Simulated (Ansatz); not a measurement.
Geometry optimisation, DFT PBEsol, scalar-relativistic, plane waves, PAW (Ansatz).

The input (input.yaml):

```yaml
accuracy: low
crystal:
  lattice:
    - [10.04, 0.0, 0.0]
    - [0.0, 10.04, 0.0]
    - [0.0, 0.0, 10.04]
  atoms:
    - { symbol: Ba, position: [0.0, 0.0, 0.0] }
    - { symbol: Ba, position: [0.5, 0.0, 0.0] }
    - { symbol: Ba, position: [0.0, 0.5, 0.0] }
    - { symbol: Ba, position: [0.0, 0.0, 0.5] }
    - { symbol: Ba, position: [0.25, 0.25, 0.25] }
    - { symbol: Ba, position: [0.5, 0.5, 0.0] }
    - { symbol: Ba, position: [0.5, 0.0, 0.5] }
    - { symbol: Ba, position: [0.75, 0.25, 0.25] }
    - { symbol: Ba, position: [0.0, 0.5, 0.5] }
    - { symbol: Ba, position: [0.25, 0.75, 0.25] }
    - { symbol: Ba, position: [0.25, 0.25, 0.75] }
    - { symbol: Ba, position: [0.5, 0.5, 0.5] }
    - { symbol: Ba, position: [0.75, 0.75, 0.25] }
    - { symbol: Ba, position: [0.75, 0.25, 0.75] }
    - { symbol: Ba, position: [0.25, 0.75, 0.75] }
    - { symbol: Ba, position: [0.75, 0.75, 0.75] }
    - { symbol: H, position: [0.2474263, 0.623929, 0.0014374] }
basis:
  ecutwfc: 420.0
kpoints:
  mp_grid: { grid: [2, 2, 2] }
hamiltonian:
  xc: pbesol
scf:
  occupations: { method: fermi_dirac, width: 0.05 }
  lower_state_search: "off"
relax:
  f_tol: 0.08
  max_steps: 25
  adjacent_minimum: "off"
```

Command:

```bash
$ ansatz run input.yaml --threads 4 --pin off --max-ram 10240MiB --backend cpu --events-out ev --progress --plain --runs-dir out
```

Where does it end, and by what steps?

It converged. Limits of this set-up: coarse k mesh, odd electron count without spin, a small cell, in which the defect meets its images, a typed lattice constant that wasn't relaxed here, low accuracy level. After 2 steps the energy has fallen by 0.171 eV; Ba15 moved furthest, 0.27 Å.

```json
{"step": "0", "energy less start (eV)": "0.0000", "largest force component (eV/Å)": "0.366", "accepted": "yes"}
{"step": "1", "energy less start (eV)": "-0.1278", "largest force component (eV/Å)": "0.186", "accepted": "yes"}
{"step": "2", "energy less start (eV)": "-0.1705", "largest force component (eV/Å)": "0.043", "accepted": "yes"}
```

```xyz
17
Lattice="10.0400 0.0000 0.0000 0.0000 10.0400 0.0000 0.0000 0.0000 10.0400" Properties=species:S:1:pos:R:3
Ba -0.108 0.153 0.001
Ba 5.126 0.153 0.001
Ba 0.252 4.964 0.001
Ba -0.103 -0.083 5.020
Ba 2.508 2.358 2.617
Ba 4.763 4.965 0.001
Ba 5.120 -0.082 5.020
Ba 7.529 2.592 2.614
Ba 0.104 5.081 5.021
Ba 2.508 7.581 2.249
Ba 2.508 2.358 7.425
Ba 4.913 5.081 5.021
Ba 7.528 7.470 2.406
Ba 7.529 2.592 7.427
Ba 2.508 7.581 7.793
Ba 7.528 7.470 7.636
H 2.508 6.269 0.001
```

Whether the end is a true minimum wasn't checked by a vibrational analysis.

The run took 30 s on 4 threads of Intel(R) Xeon(R) Platinum 8259CL CPU @ 2.50GHz (Skylake/Cascade Lake), on a shared host, peak memory 2.7 GiB.
